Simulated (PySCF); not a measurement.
# Dipole moment and polarisability of (F)2Zr(OSiH2)2O

Compound: (F)2Zr(OSiH2)2O (singlet state).
Geometry (PBE0-D3(BJ)/def2-SVP, Å), atoms numbered from 1 in this order:
```xyz
12
F2H4O3Si2Zr angstrom
Zr     0.8107   -1.5897    0.8408
F     -0.1627   -2.9345    1.7893
F      2.6873   -1.9461    0.7879
O      0.4563    0.1884    1.5284
Si    -0.2150    1.5864    0.9048
O     -0.6423    1.2673   -0.6685
Si    -0.5850    0.0006   -1.7422
O      0.0899   -1.2978   -0.9364
H     -1.4320    1.9384    1.6800
H      0.7964    2.6737    0.9275
H      0.2778    0.3724   -2.8925
H     -1.9658   -0.3419   -2.1681
```

Level: wB97X-D/def2-SVPD (PySCF), static field, nuclei fixed, core orbitals frozen in the response. The polarisability tensor in these axes (au):

```
x   81.47 -5.74  4.40
y   -5.74 93.23 -2.21
z    4.40 -2.21 88.91
```

Give the principal values, the mean and the anisotropy Δα = √{½[(α1 − α2)² + (α2 − α3)² + (α1 − α3)²]}.

Principal values 78.09, 88.20 and 97.32 au; mean 87.87 au = 13.02 Å³ = 14.49 × 10⁻⁴⁰ C²·m²/J; Δα = 16.66 au (19 % of the mean).

What is the dipole moment, and where does it point?

(-0.64, 1.21, -0.64) D, 1.51 D in size, pointing from the negative to the positive side. Measured along this direction, the outermost atoms are F2 and F3 at the negative end and O6 and H12 at the positive end.

What would n − 1 = 2πNα be for an ideal gas of these molecules at 500 K and 1 atm, electronic part alone?

N = p/kT = 1.4678 × 10¹⁹ cm⁻³, so n − 1 = 2π × N × 13.02 × 10⁻²⁴ cm³ = 1201 × 10⁻⁶ at long wavelengths, for an ideal gas.

In a dilute gas of rigid molecules at 500 K, how does the orientational term μ²/3kT compare with the electronic polarisability?

In Gaussian units μ²/3kT = 11.06 Å³ against 13.02 Å³, a ratio of 0.85; the Debye molar polarisation (4π/3)N_A(α + μ²/3kT) is 60.7 cm³/mol, leaving out the vibrational part.

What molar refraction does this α imply?

Lorentz–Lorenz: R = (4π/3)N_A α = 2.5225 cm³/(mol·Å³) × 13.02 Å³ = 32.8 cm³/mol, in the limit of long wavelengths.

Find the Langevin capture rate constant for O2+ (31.990 u) meeting this molecule (235.871 u), k = 2.342 × 10⁻⁹ cm³/s × √(α in Å³ / reduced mass in u).

The reduced mass is 28.17 u, so k = 1.59 × 10⁻⁹ cm³/s. The formula leaves out the permanent dipole, which adds to the capture rate.

In TDDFT the mean static polarisability is Σ f/ω² over all singlet excitations (ω in hartree). How much of it do the 10 lowest give? Their energies (eV) and oscillator strengths: 7.27, 0.0015; 7.39, 0.0000; 7.61, 0.0157; 7.69, 0.0165; 7.75, 0.0138; 7.90, 0.0070; 7.92, 0.0003; 7.97, 0.0305; 7.99, 0.0002; 8.04, 0.0000.

They add up to 1.04 au, 1.2 % of the 87.87 au; the largest single term is 0.36 au, from the state at 7.97 eV. Terms in order: 0.02, 0.00, 0.20, 0.21, 0.17, 0.08, 0.00, 0.36, 0.00, 0.00 au. Higher excitations give the rest. The strengths listed sum to 0.086.

Isolated species at its PBE0-D3(BJ)/def2-SVP geometry, gas phase. Atoms past krypton carry effective core potentials; spin–orbit coupling is left out.
